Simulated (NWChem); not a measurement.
Molecule: C₂H₄BFO₂; SMILES CC(=O)B(O)F

```xyz
10

C     -1.0975    -1.6328     0.0000
C      0.1071    -0.7433     0.0000
O      1.2459    -1.1802     0.0000
B     -0.0079     0.8708     0.0000
O      1.1407     1.5492     0.0000
F     -1.1734     1.4998     0.0000
H     -1.7235    -1.4116     0.8803
H     -1.7235    -1.4116    -0.8803
H     -0.8024    -2.6904     0.0000
H      1.8593     0.8925     0.0000
```
Atoms are numbered in this order, from 1.

Level: PBE0/def2-SVP (NWChem), optimised geometry, unscaled harmonic frequencies. 

Question: List the harmonic frequencies with IR intensities, and the thermochemistry.

Answer: 
```tsv
frequency (cm⁻¹)	IR intensity (km/mol)
87	5.0
132	0.2
175	18.9
334	16.3
345	15.6
441	2.7
547	16.9
658	7.7
700	1.9
763	104.1
964	2.5
991	0.5
1037	148.5
1182	207.3
1348	139.0
1409	52.5
1423	50.6
1432	15.6
1532	248.0
1807	112.0
3053	0.0
3140	0.7
3191	3.8
3747	113.7
```

- zero-point energy = 43.5 kcal/mol
- thermal correction to the enthalpy at 298.15 K (with zero-point energy) = 48.2 kcal/mol
- heat capacity Cv = 21.8 cal/(mol K)
- entropy at 298.15 K and 1 atm (symmetry number 1) = 80.3 cal/(mol K)
- dipole moment = 1.49 D

Rigid rotor and harmonic oscillator; modes under 100 cm⁻¹ make the entropy uncertain.
